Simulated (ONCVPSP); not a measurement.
Before and after: ONCV potential for cerium

ONCVPSP 4.0.1 input, shortened (lines: element, Z, core and valence counts, functional; n l f; lmax; l rc ep ncon nbas qcut; lloc lpopt rc5 dvloc0; l nproj debl; icmod fcfact rcfact), PBEsol, scalar-relativistic:

```
  Ce 58.00    9    5  -116133      upf
    1    0    2.00
    2    0    2.00
    2    1    6.00
    3    0    2.00
    3    1    6.00
    3    2   10.00
    4    0    2.00
    4    1    6.00
    4    2   10.00
    4    3    1.00
    5    0    2.00
    5    1    6.00
    5    2    1.00
    6    0    2.00
    3
    0    2.15    0.00    4    7    4.70
    1    1.70    0.00    4    8    4.50
    2    4.00    0.00    5    9    4.30
    3    1.75    0.00    4    9    9.90
    4    5    1.65    0.00
    0    2    2.00
    1    2    2.20
    2    3    0.80
    3    2    0.30
    2    0.50    1.10
```

All-electron outer shells of the reference configuration (PBEsol, scalar-relativistic, ld1.x):

```tsv
shell	level (eV)	outermost node (bohr)	outermost maximum (bohr)
4d	-110.40	0.31	0.66
5s	-40.61	0.75	1.37
5p	-23.22	0.81	1.55
4f	-5.42	–	0.71
6s	-3.77	1.82	3.72
5d	-3.07	0.92	2.18
```

Change: local potential polynomial inside 1.65 bohr (lpopt 5, dvloc0 -2.5 Ha).

Cutoffs: the cutoffs (Ha) at which the residual kinetic energy of the hardest occupied pseudo-wave falls to 1 and 0.1 mHa per electron; they do not see the model core or the augmentation charge, which bear on the density cutoff. Errors are all-electron minus pseudo energies relative to the spin-unpolarised reference configuration.

Task: What does the change do?

Result: The potential gets neither clearly harder nor softer (41 Ha and 67 Ha → 41 Ha and 67 Ha); both files keep a bound ghost (d); the lowest positive-energy flag moves from s at 68.0 eV to s at 20.4 eV; the errors of the 3 common tests hardly move; the range in which the s phases agree narrows (upper end 2.2 → 0.7); the range in which the d phases agree widens (upper end 2.2 → 4.2).

```csv
quantity,base,changed
"cutoff, loose",41 Ha,41 Ha
"cutoff, tight",67 Ha,67 Ha
bound ghosts,d,d
GHOST(+) flags under 300 eV,"s at 68.0 eV, p at 185.5 eV","s at 20.4 eV, p at 165.7 eV"
"tests counted as reliable (solved cleanly; for ONCVPSP, near-neutral configurations with less than one 5d electron left out)",3 of 4,3 of 4
"error for 4f1 5s2 5p6 5d1 6s1, meV [ΔE 6.10 eV]",-1.6,-1.5
"error for 4f1 5s2 5p6 5d1 6s0, meV [ΔE 17.14 eV]",-6.6,-6.5
"error for 4f1 5s2 5p6 5d0 6s0, meV [ΔE 36.28 eV]",+15,+15
s: phases at 2.18 bohr within 0.05 rad from the reference energy up to (Ha; the scan ends near 5),2.2,0.7
p: phases at 1.73 bohr within 0.05 rad from the reference energy up to (Ha; the scan ends near 5),4.3,4.1
d: phases at 4.07 bohr within 0.05 rad from the reference energy up to (Ha; the scan ends near 5),2.2,4.2
f: phases at 1.77 bohr within 0.05 rad from the reference energy up to (Ha; the scan ends near 5),to the end of the scan,to the end of the scan
"rms error of d²Exc/dni dnj with the model core, mHa",2.73,2.73
```

 A true bound ghost makes a file unfit for plane-wave use even where its test errors are small: the radial tests pick states by their node count and pass the ghost by.
